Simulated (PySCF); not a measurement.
First SCF of a structure search on doublet Tc3, at a hand-made equilateral triangle geometry. PySCF input:

```python
from pyscf import gto, scf, dft
mol = gto.M(atom='''
Tc     0.000000     1.478000     0.000000
Tc     1.280000    -0.739000     0.000000
Tc    -1.280000    -0.739000     0.000000''',
    basis={'Tc': 'def2-TZVP'},
    ecp={'Tc': 'def2-TZVP'},
    charge=0, spin=1)
mf = dft.UKS(mol, xc='PBE0')
mf.grids.atom_grid = (50, 194)
aux = {'Tc': 'def2-universal-JKFIT'}
mf = mf.density_fit(auxbasis=aux)
mf.conv_tol = 1e-08
mf.diis_space = 10
mf.max_cycle = 60
mf.init_guess = 'minao'
mf.verbose = 4
mf.kernel()
```

Excerpt of the output (cycles alone); a level shift of 0.3 Eh and then a second-order solver take over where DIIS stalls:

```
init E= -220.422152108029
cycle= 1 E= -241.064589741193  delta_E= -20.6  |g|= 1.35  |ddm|= 5.06
cycle= 2 E= -225.420973867822  delta_E= 15.6  |g|= 4.13  |ddm|= 44.7
cycle= 3 E= -235.763791531239  delta_E= -10.3  |g|= 3.09  |ddm|= 44.7
cycle= 4 E= -242.02604063405  delta_E= -6.26  |g|= 0.292  |ddm|= 1.77
cycle= 5 E= -241.951830819009  delta_E= 0.0742  |g|= 0.555  |ddm|= 0.996
cycle= 6 E= -242.018678494419  delta_E= -0.0668  |g|= 0.401  |ddm|= 0.221
cycle= 7 E= -242.011666335461  delta_E= 0.00701  |g|= 0.452  |ddm|= 0.238
cycle= 8 E= -241.961494751986  delta_E= 0.0502  |g|= 0.548  |ddm|= 0.247
cycle= 9 E= -242.084838097816  delta_E= -0.123  |g|= 0.251  |ddm|= 0.402
cycle= 10 E= -242.115298929551  delta_E= -0.0305  |g|= 0.142  |ddm|= 0.185
cycle= 11 E= -242.139345561646  delta_E= -0.024  |g|= 0.106  |ddm|= 0.252
cycle= 12 E= -242.159833905128  delta_E= -0.0205  |g|= 0.0265  |ddm|= 0.348
cycle= 13 E= -242.161124614281  delta_E= -0.00129  |g|= 0.026  |ddm|= 0.0709
... 38 lines left out ...
cycle= 52 E= -242.163625730261  delta_E= -3.4e-06  |g|= 0.000845  |ddm|= 0.00334
cycle= 53 E= -242.16362411062  delta_E= 1.62e-06  |g|= 0.00085  |ddm|= 0.00167
cycle= 54 E= -242.163623357894  delta_E= 7.53e-07  |g|= 0.000838  |ddm|= 0.00303
cycle= 55 E= -242.163627283651  delta_E= -3.93e-06  |g|= 0.000845  |ddm|= 0.00437
cycle= 56 E= -242.163621987141  delta_E= 5.3e-06  |g|= 0.000833  |ddm|= 0.00582
cycle= 57 E= -242.163632864231  delta_E= -1.09e-05  |g|= 0.000836  |ddm|= 0.0106
cycle= 58 E= -242.163647422842  delta_E= -1.46e-05  |g|= 0.000855  |ddm|= 0.0146
cycle= 59 E= -242.163644774764  delta_E= 2.65e-06  |g|= 0.000855  |ddm|= 0.00293
cycle= 60 E= -242.163636099599  delta_E= 8.68e-06  |g|= 0.000828  |ddm|= 0.00962
SCF not converged.
init E= -220.422152108029
cycle= 1 E= -241.1972517642  delta_E= -20.8  |g|= 1.23  |ddm|= 4.97
cycle= 2 E= -241.325582708504  delta_E= -0.128  |g|= 1.28  |ddm|= 3.05
cycle= 3 E= -241.78660868483  delta_E= -0.461  |g|= 0.54  |ddm|= 1.05
cycle= 4 E= -241.894590180174  delta_E= -0.108  |g|= 0.156  |ddm|= 0.415
cycle= 5 E= -241.912365348146  delta_E= -0.0178  |g|= 0.0549  |ddm|= 0.367
cycle= 6 E= -241.919105411067  delta_E= -0.00674  |g|= 0.04  |ddm|= 0.233
cycle= 7 E= -241.924819468613  delta_E= -0.00571  |g|= 0.0323  |ddm|= 0.173
cycle= 8 E= -241.930589349004  delta_E= -0.00577  |g|= 0.0318  |ddm|= 0.152
cycle= 9 E= -241.936100078362  delta_E= -0.00551  |g|= 0.0325  |ddm|= 0.133
cycle= 10 E= -241.940526847737  delta_E= -0.00443  |g|= 0.0386  |ddm|= 0.0948
cycle= 11 E= -241.944244427851  delta_E= -0.00372  |g|= 0.0467  |ddm|= 0.0768
cycle= 12 E= -241.947597534795  delta_E= -0.00335  |g|= 0.0537  |ddm|= 0.0684
cycle= 13 E= -241.950203006696  delta_E= -0.00261  |g|= 0.0635  |ddm|= 0.0564
... 58 lines left out ...
cycle= 72 E= -242.104206037002  delta_E= 5.28e-05  |g|= 0.055  |ddm|= 0.00772
cycle= 73 E= -242.104635552439  delta_E= -0.00043  |g|= 0.0525  |ddm|= 0.0265
cycle= 74 E= -242.106874757916  delta_E= -0.00224  |g|= 0.0445  |ddm|= 0.0518
cycle= 75 E= -242.1084259174  delta_E= -0.00155  |g|= 0.041  |ddm|= 0.04
cycle= 76 E= -242.110989155414  delta_E= -0.00256  |g|= 0.0381  |ddm|= 0.0451
cycle= 77 E= -242.113458013894  delta_E= -0.00247  |g|= 0.0374  |ddm|= 0.0434
cycle= 78 E= -242.113908363679  delta_E= -0.00045  |g|= 0.0427  |ddm|= 0.0205
cycle= 79 E= -242.114459128989  delta_E= -0.000551  |g|= 0.0445  |ddm|= 0.0161
cycle= 80 E= -242.116786532136  delta_E= -0.00233  |g|= 0.0418  |ddm|= 0.0464
SCF not converged.
macro= 0  E= -242.164022007787  delta_E= -0.0472355  |g|= 0.059242  3 KF 20 JK
macro= 1  E= -242.190968808276  delta_E= -0.0269468  |g|= 0.0645312  3 KF 20 JK
macro= 2  E= -242.206678570578  delta_E= -0.0157098  |g|= 0.05754  3 KF 20 JK
macro= 3  E= -242.216607308499  delta_E= -0.00992874  |g|= 0.0207499  3 KF 15 JK
macro= 4  E= -242.221331413598  delta_E= -0.00472411  |g|= 0.0206206  3 KF 12 JK
macro= 5  E= -242.221664843391  delta_E= -0.00033343  |g|= 0.000643676  4 KF 21 JK
macro= 6  E= -242.22166503355  delta_E= -1.90159e-07  |g|= 0.000314574  1 KF 8 JK
macro= 7  E= -242.22166503355  delta_E= 2.84217e-13  |g|= 3.5849e-05  1 KF 2 JK
macro X = 8  E=-242.22166503355  |g|= 3.5849e-05  total 22 KF 127 JK
converged SCF energy = -242.22166503355  <S^2> = 5.1339697  2S+1 = 4.6406765
```

This is not the lowest solution: all starts ended here, but a stability analysis within the same unrestricted form found one 5.7 kJ/mol lower, at -242.22384 Eh.

Other spin states or occupations of the open shell can lie lower.

The search for the lowest solution, 3 starts and the stability check together, took 3.4 min on 4 threads of a shared Arm Neoverse V1 host, with 120 basis functions. Launch command: `OMP_NUM_THREADS=4 python axn.py task.json out`.
